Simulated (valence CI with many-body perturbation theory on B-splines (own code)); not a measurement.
Energy levels of Ir²⁸⁺

Calculated by configuration interaction combined with many-body perturbation theory (CI+MBPT): three valence electrons over a frozen Dirac-Fock core [Kr] 4d10, radial functions for each j: 8 s, 8 p, 9 d, 9 f, 6 g, 3 h, 2 i, with the one-electron correlation potential Σ1 (screened to all orders), the two-electron term Σ2, the three-electron term Σ3, Breit, model QED; selected single and double excitations, second order for the rest, scaled by the run's own slope (own B-spline code, finite nucleus).

The last digits are not significant, and no measured levels were compared; by estimate large intervals hold to a few tenths of a per cent, small ones and those within an open d or f shell to about a per cent. Core correlation moves these levels by up to 50000 cm⁻¹, and in measured spectra 5 to 20 % of such shifts remained as error; rates that hang on mixing are uncertain with them.

Levels 46 to 64 of 64, with energies above the lowest level, (4f5/2^3) J=9/2. "Leading %" is the weight of the configuration and term that name the level; weights of strongly mixed levels are sums over their largest components and can fall short. In the jj column 3d3/2^4 stands for four electrons in 3d with j = 3/2. Lifetimes count E1, E2, E3, M1 and M2 decay at the calculated energies, and are blank where another channel may lead or the interval is too uncertain; long ones can be off by a factor of two.

```tsv
No.	Configuration	Term	J	E (cm⁻¹)	Leading %	Second component	Leading jj	Lifetime
46	4f2 5s	4H	11/2	1263700	86	14 % 4f2 5s 2H	4f5/2 4f7/2 5s (98 %)	2.02 μs
47	4f2 5s	4H	9/2	1267100	47	45 % 4f2 5s 2H	4f5/2 4f7/2 5s (96 %)	1.12 μs
48	4f2 5s	4F	7/2	1275300	84	12 % 4f2 5s 2G	4f5/2 4f7/2 5s (99 %)	858 ns
49	4f2 5s	4F	9/2	1277800	46	35 % 4f2 5s 2G	4f5/2 4f7/2 5s (98 %)	949 ns
50	4f2 5s	2F	5/2	1282000	59	38 % 4f2 5s 4F	4f5/2 4f7/2 5s (94 %)	791 ns
51	4f2 5s	2F	7/2	1283000	44	43 % 4f2 5s 2G	4f5/2 4f7/2 5s (96 %)	777 ns
52	4f2 5s	4H	13/2	1288700	91	9 % 4f2 5s 2I	4f7/2^2 5s (59 %)	2.53 μs
53	4f2 5s	2H	11/2	1298700	74	14 % 4f2 5s 2I	4f5/2 4f7/2 5s (51 %)	644 ns
54	4f2 5s	4P	1/2	1309700	79	11 % 4f2 5s 2P	4f5/2^2 5s (80 %)	449 ns
55	4f2 5s	4P	5/2	1311900	42	42 % 4f2 5s 2D	4f5/2 4f7/2 5s (87 %)	490 ns
56	4f2 5s	2D	3/2	1314100	52	18 % 4f2 5s 4P	4f5/2 4f7/2 5s (79 %)	614 ns
57	4f2 5s	4F	9/2	1316000	50	47 % 4f2 5s 2G	4f7/2^2 5s (99 %)	921 ns
58	4f2 5s	2F	7/2	1322200	55	34 % 4f2 5s 2G	4f7/2^2 5s (98 %)	647 ns
59	4f2 5s	4P	3/2	1327200	77	17 % 4f2 5s 2P	4f5/2 4f7/2 5s (96 %)	351 ns
60	4f2 5s	2I	13/2	1334700	91	9 % 4f2 5s 4H	4f5/2 4f7/2 5s (59 %)	536 ns
61	4f2 5s	2P	1/2	1335200	85	14 % 4f2 5s 4P	4f5/2 4f7/2 5s (94 %)	227 ns
62	4f2 5s	2I	11/2	1336000	85	12 % 4f2 5s 2H	4f5/2 4f7/2 5s (51 %)	427 ns
63	4f2 5s	4P	5/2	1354200	56	40 % 4f2 5s 2D	4f7/2^2 5s (95 %)	344 ns
64	4f2 5s	2P	3/2	1361500	64	28 % 4f2 5s 2D	4f7/2^2 5s (86 %)	247 ns
```

Where two levels of one J and parity lie close, their mixing, g and order are uncertain.
